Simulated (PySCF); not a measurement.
Species: C3H5FO3.
Atom-mapped SMILES: `[CH3:1][O:2][C@H:3]([F:4])[C:5](=[O:6])[OH:7]` (hydrogens: H8, H9, H10 on C1; H11 on C3; H12 on O7)

Structure used (GFN2-xTB), in Å, numbered top down from 1:
```
atom  x, y, z in Å
C1    -1.7642    0.8811    0.0398
O2    -0.4798    0.5096    0.5179
C3     0.0903   -0.5319   -0.1578
F4    -0.6028   -1.7029    0.0619
C5     1.5348   -0.7003    0.3417
O6     1.9432   -1.6073    0.9988
O7     2.2731    0.3214   -0.0802
H8    -2.4749    0.0594    0.1547
H9    -2.0741    1.7263    0.6487
H10   -1.7125    1.1769   -1.0131
H11    0.0871   -0.3878   -1.2559
H12    3.1808    0.2549    0.2614
```

Computed, not measured: PySCF, TDDFT PBE0/def2-SVPD, vertical, gas phase, core orbitals frozen in the response.

Transition dipole moments from the ground state, in atomic units and in the frame of the coordinates above (overall signs are arbitrary), for the states with f of 0.002 or more among the lowest 8:

| state | E (eV) | μx | μy | μz |
| --- | --- | --- | --- | --- |
| S2 | 7.009 | 0.126 | 0.026 | 0.072 |
| S3 | 7.607 | -0.494 | -0.020 | -0.134 |
| S5 | 8.185 | 0.011 | -0.008 | -0.188 |
| S6 | 8.309 | 0.160 | 0.315 | -0.104 |
| S7 | 8.512 | 0.203 | 0.144 | -0.310 |
| S8 | 8.718 | -0.055 | -0.249 | 0.207 |

Problem. Work out the oscillator strengths.

Solution. f = (2/3) ΔE |μ|² with ΔE in hartree (27.2114 eV).

```csv
state,|μ|² (au),|μ| (D),f
S2,0.022,0.38,0.004
S3,0.263,1.30,0.049
S5,0.036,0.48,0.007
S6,0.136,0.94,0.028
S7,0.158,1.01,0.033
S8,0.108,0.84,0.023
```

Problem. Which bond between heavy atoms lies closest to the direction of the S3 transition dipole?

Solution. C3–C5, at 9° from it; next C1–O2 at 18°.

Problem. What angle do the transition dipoles of S6 and S8 make?

Solution. |cos θ| = |μa·μb| / (|μa| |μb|) = 0.90, so θ ≈ 26° (taken between 0 and 90°, since the signs are arbitrary).

Problem. How is the summed strength of these states shared among x, y and z?

Solution. (2/3) Σ ΔE μα² gives 0.063 for x, 0.038 for y and 0.043 for z, 0.143 in all.

Problem. What peak molar absorption coefficient would the strongest computed level give as a lone Gaussian band 0.4 eV wide at half height?

Solution. ε(max) = 2.175×10⁸ f / FWHM, with the width in cm⁻¹. S3: 2.175×10⁸ × 0.0490 / 3226 ≈ 3300 L mol⁻¹ cm⁻¹.

One conformer stands for the species.
